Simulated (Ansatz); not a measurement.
`C[B@H-]1[Cl+][B@@H-](C)[Cl+]1`, charge 0, multiplicity 1.

Give a relaxed structure at PBE0-D4/def2-TZVP (the Gaussian-basis code of Ansatz). (Best estimate.)

The calculation gave: 
Cartesian coordinates in Å:
```
C -1.585 -1.692 -0.937
B -0.692 -1.235 0.262
Cl -1.063 0.633 0.791
B 0.909 0.768 0.810
C 1.414 2.061 0.091
Cl 1.162 -0.845 -0.304
H -1.271 -2.683 -1.281
H -2.627 -1.782 -0.614
H -1.551 -1.010 -1.788
H -0.603 -1.854 1.276
H 1.249 0.465 1.911
H 1.004 2.187 -0.913
H 1.150 2.944 0.681
H 2.506 2.043 0.013
```
Point group C2v.
This is one stationary point; other conformers may exist.
